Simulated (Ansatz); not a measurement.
Stepwise reaction of `F[SiH](F)O[SiH3]` with water, as a gas-phase model of exchange steps in deposition or etching. ΔE in kJ/mol.

Program: Ansatz. Geometries: PBE0-D4/def2-TZVP. ΔE: electronic, gas phase. CBS: MP2 limit from def2 TZ/QZ plus the TZ coupled-cluster correction, frozen cores. This one scheme is used for every species. Functionals use def2-TZVPP. B3LYP here is the variant with VWN-RPA as its local correlation; programs differ in this. Each species was taken in one conformer, which may not be the lowest.

```json
{"step": "1", "reaction": "`F[SiH](F)O[SiH3]` + H₂O → `O[SiH2]O[SiH](F)F` + H₂", "PBE-D4": "-86.1", "B3LYP-D4": "-91.5", "ωB97M-V": "-92.4", "CCSD(T)/CBS": "-89.7"}
{"step": "2", "reaction": "`O[SiH2]O[SiH](F)F` + H₂O → `O[SiH](O)O[SiH](F)F` + H₂", "PBE-D4": "-98.3", "B3LYP-D4": "-104.2", "ωB97M-V": "-105.4", "CCSD(T)/CBS": "-101.5"}
```

(1) Give the row of step 3, `O[SiH](O)O[SiH](F)F` + H₂O → `O[SiH](O)O[Si](O)(F)F` + H₂. (Best estimate.)

(2) By hand: ΔE of the 3 steps together at CCSD(T)/CBS.

Answers

(1) Computed: 
```csv
step,reaction,PBE-D4,B3LYP-D4,ωB97M-V,CCSD(T)/CBS
3,`O[SiH](O)O[SiH](F)F` + H₂O → `O[SiH](O)O[Si](O)(F)F` + H₂,-92.6,-99.0,-100.8,-97.3
```

(2) (-89.7) + (-101.5) + (-97.3) = -288.5 kJ/mol, or -96.2 kJ/mol a step.

In ΔE step 2 is the lowest and step 1 the highest. All are downhill at CCSD(T)/CBS. PBE-D4 differs from CCSD(T)/CBS by 3.2 to 4.7 kJ/mol a step. Isolated molecules leave out the surface, adducts and barriers. Largest T1 diagnostic: 0.012.
